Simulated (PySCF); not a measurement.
Input of a run (PBE0-D3(BJ)/def2-SVP geometry optimisation, gas phase, def2 core potentials past Kr (PySCF 2.14.0)), started from GFN2-xTB:
```
{"job": {"xc": "PBE0", "basis": "def2-SVP", "d3": "d3bj", "grid": 1, "maxiter": 30, "shake": 0.01, "kind": "geom"}, "charge": 0, "multiplicity": 1}
C     -0.167010    -0.005960     0.379170
Te     1.676510    -0.164590    -0.202320
H     -1.027450    -0.430730    -0.167280
H     -0.444050     0.575900     1.246980
```

Output (energies in Eh, forces in Eh/bohr):
```
step   0  E = -307.19898511  max force = 0.010854
step   1  E = -307.19389865  max force = 0.027539
step   2  E = -307.19847347  max force = 0.015302
step   3  E = -307.19936556  max force = 0.005665
step   4  E = -307.19945941  max force = 0.002156
step   5  E = -307.19953039  max force = 0.000354
step   6  E = -307.19953103  max force = 0.000226
optimisation converged
```

Question: Summarise the run.

Answer: The energy falls by 0.015 eV over 7 energy and gradient evaluations, the largest force component goes from 0.0109 to 2.3e-04 Eh/bohr, and the atoms move by 0.022 Å rms after alignment. The bond that changes most is C1–H4 (ends: carbon bonded to Te and 2 H; hydrogen on carbon), which lengthens by 0.015 Å. Bonds longer at the end by more than 0.005 Å: 2 of 3; shorter: 1. Among the angles that change most is H3–C1–H4, from 113.9° to 116.3°. The energy rose by more than 1e-6 Eh at step 1.

Question: What are the final bond lengths?

Answer: C1=Te2 1.953 Å, C1–H3 1.096 Å, C1–H4 1.096 Å. Numbering counts from 1 in the input's order; the species is `C=[Te]`.

The run used 50 basis functions and 54 SCF cycles in all. Hardware: Arm Neoverse V1, one thread, shared host with 32 logical CPUs at a one-minute load of 25. Cost: 7.4 s, 0.26 GiB resident at most.

Not checked by PBE0-D3(BJ)/def2-SVP frequencies.
